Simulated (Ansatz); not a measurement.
Gallium trichloride + H₂ → `[Cl][GaH][Cl]` + HCl at 400 K and 1 bar (hydrogenolysis of a Ga–Cl bond).

Isolated molecules relaxed with PBE0-D4/def2-TZVP in Ansatz; ΔE leaves out vibrations. CCSD(T)/CBS adds triple-zeta CCSD(T) − MP2 to the extrapolated MP2 energy (def2 sets, frozen cores). This one scheme is used for every species. For Ga outer-core shells are correlated without core-valence functions, which leaves a few kJ/mol of doubt a bond. Scalar relativity is left out up to krypton.

| species | CCSD(T)/CBS energy (Eh) | H − E (kJ/mol) | S (J/(mol·K)) |
| --- | --- | --- | --- |
| `[Cl][Ga]([Cl])[Cl]` | -3303.43734 | 35.5 | 348.3 |
| H₂ | -1.17544 | 38.0 | 139.0 |
| `[Cl][GaH][Cl]` | -2844.19972 | 45.5 | 319.5 |
| HCl | -460.38127 | 29.6 | 195.4 |

H − E and S are ideal-gas, rigid-rotor, harmonic terms from PBE0-D4/def2-TZVP. The MP2-based limit puts H₂ 0.8 mEh under its directly extrapolated value; such offsets cancel only in part. 1 Eh = 2625.50 kJ/mol, R = 8.31446 J/(mol·K).

Q: By hand: ΔE, ΔH, ΔS and ΔG.

A: ΔE = (-2844.19972) + (-460.38127) − (-3303.43734) − (-1.17544) = 0.03179 Eh = 83.5 kJ/mol. Δ(H − E) = 45.5 + 29.6 − 35.5 − 38.0 = 1.6, so ΔH = 85.1 kJ/mol. ΔS = 319.5 + 195.4 − 348.3 − 139.0 = 27.6 J/(mol·K). ΔG = 85.1 − 400 × (27.6)/1000 = 74.1 kJ/mol.

Q: By hand: the equilibrium constant, and the temperature at which ΔG would vanish if ΔH and ΔS stayed fixed.

A: log₁₀ K = −ΔG/(RT ln 10) = -9.7. ΔG = 0 at ΔH/ΔS = 3083 K, far beyond where these terms or the molecules hold.

ΔH outweighs TΔS. A doubt of 5 kJ/mol in ΔE shifts log₁₀ K by 0.7 here. These are equilibria of isolated gas molecules and say nothing of rates. Largest T1 diagnostic: 0.011 (customary marks: 0.02 for closed shells, 0.045 for open ones).
